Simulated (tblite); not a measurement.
C₃H₁₃NSSi₂.
Geometry (GFN2-xTB, Å), atoms numbered from 1 in this order:
```
atom  x, y, z in Å
C1    -3.990   -0.193    0.019
N2    -2.623   -0.308    0.451
Si3   -1.303    0.113   -0.539
S4     0.397   -0.376    0.659
C5     1.729    0.212   -0.467
C6     2.252   -0.943   -1.300
Si7    3.051    1.033    0.638
H8    -4.352   -1.104   -0.470
H9    -4.062    0.625   -0.694
H10   -4.640    0.025    0.868
H11   -2.496   -0.996    1.177
H12   -1.181   -0.587   -1.826
H13   -1.322    1.557   -0.781
H14    1.265    0.954   -1.118
H15    1.457   -1.387   -1.899
H16    2.664   -1.716   -0.655
H17    3.038   -0.593   -1.969
H18    4.143    1.475   -0.235
H19    2.437    2.174    1.310
H20    3.530    0.044    1.599
```

Computed with GFN2-xTB (tblite): harmonic, unscaled wavenumbers at the GFN2-xTB geometry, gas phase. Errors from tens to a few hundred cm⁻¹ against measured bands are possible. Modes of hydrogen on silicon can be 10 to 20 % off. One conformer, not necessarily the lowest.

Harmonic wavenumbers (cm⁻¹): 28.5, 39.4, 78.0, 95.1, 119.3, 125.7, 153.4, 176.9, 215.2, 275.4, 281.9, 330.2, 431.9, 516.7, 523.4, 547.5, 554.3, 579.0, 655.1, 737.4, 745.4, 763.3, 768.9, 782.9, 824.1, 849.2, 991.8, 1047.4, 1068.2, 1094.0, 1108.7, 1169.4, 1174.6, 1271.6, 1363.3, 1408.9, 1425.4, 1490.1, 1494.1, 1503.4, 1504.4, 2174.0, 2236.5, 2245.8, 2294.7, 2304.6, 2915.7, 2943.2, 2977.6, 3001.8, 3008.3, 3033.1, 3037.3, 3455.5.

A = 3733, B = 582.5, C = 549.6 MHz; mass 151.031 u (most abundant isotopes); point group C1, symmetry number 1.

Problem. What is the zero-point energy?

Solution. ½Σν̃ = 32971 cm⁻¹ = 94.27 kcal/mol.

Problem. Give the ideal-gas entropy at 298.15 K and 1 bar in the rigid-rotor, harmonic-oscillator model (classical rotation).

Solution. Translation 40.97, rotation 29.98, vibration 42.35: S = 113.3 cal/(mol K).

Problem. And Cp and H(298.15 K) − H(0)?

Solution. Cp = 46.02 cal/(mol K), of which vibrations give 38.07 (their classical limit is 54 R = 107.3); H(298.15 K) − H(0) = 8.59 kcal/mol without the zero-point energy, 6.22 from vibrations.

Problem. Which modes carry the vibrational entropy at 298.15 K?

Solution. 28.5 cm⁻¹: 5.93; 39.4 cm⁻¹: 5.29; 78.0 cm⁻¹: 3.94; 95.1 cm⁻¹: 3.55; 119.3 cm⁻¹: 3.11; 125.7 cm⁻¹: 3.01 cal/(mol K); the other 48 give 17.51 together.

Problem. Blend soft modes into free rotors: weight 1/[1 + (100 cm⁻¹/ν̃)⁴] for the oscillator and the rest for a rotor with moment μB/(μ + B), μ = h/(8π²ν), B = 10⁻⁴⁴ kg m². What vibrational entropy results?

Solution. 37.82 cal/(mol K) in place of 42.35, which changes −T·S at 298.15 K by +1.35 kcal/mol.

Problem. How do the functions run with temperature in this model?

Solution. 
```csv
T (K),S (cal/(mol K)),Cp (cal/(mol K)),H − H(0) (kcal/mol),G − H(0) (kcal/mol),ln q(vib)
150,87.9,29.7,2.96,-10.22,5.32
250,105.7,40.9,6.49,-19.92,9.10
400,128.2,55.8,13.79,-37.50,14.30
600,153.8,70.4,26.49,-65.78,20.67
900,185.3,84.9,49.96,-116.82,29.19
```

q(vib) and H(0) count from the zero-point level.

Hindered rotation and anharmonicity are outside this model. Other conformers, if any are populated, would add a mixing term that is left out. The structure is chiral; the term R ln 2 for an equal mix with its mirror image is left out.
